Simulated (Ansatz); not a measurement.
The Be1–Br3 bond of BeBrCl (SMILES [Cl][Be][Br]) is stretched (multiplicity 1, the rest rigid).
Geometry at rest (charge 0, multiplicity 1):
```xyz
3

Be     0.00000     0.00000    -0.67601
Cl     0.00000     0.00000    -2.47867
Br     0.00000     0.00000     1.28118
```

Frozen-core correlation. Filled d and f shells under p-block atoms count as core.

Programs: Ansatz (a first-principles code). Each number belongs to the level named beside it.

Energies above the point at 1.957 Å (the B3LYP-D3(BJ) bond length), FIC-MRCISD+Q on CASSCF(6,4)/def2-TZVPPD (kcal/mol): 10.75 at 1.761 Å; 4.67 at 2.153 Å; 109.84 at 6.263 Å.

Question: Take the last value as the depth D of a Morse curve D(1 − e^(−a(R − R₀)))², fit a and R₀ to the two near points, and test it at 2.642 and 3.425 Å.

Answer: 
With D = 109.8, both near points (counted from the curve's value at 1.957 Å) are met by a = 1.29 Å⁻¹ and R₀ = 1.973 Å, so k = 2Da² = 364 kcal/(mol Å²). The curve then gives 36.6 and 78.5 kcal/mol; the level itself gives 36.8 and 83.9, so Morse is off by -0.2 and -5.3.

Doubts at one or more of the structures used: active orbitals that take no part (FIC-MRCISD+Q on CASSCF(6,4)/def2-TZVPPD).
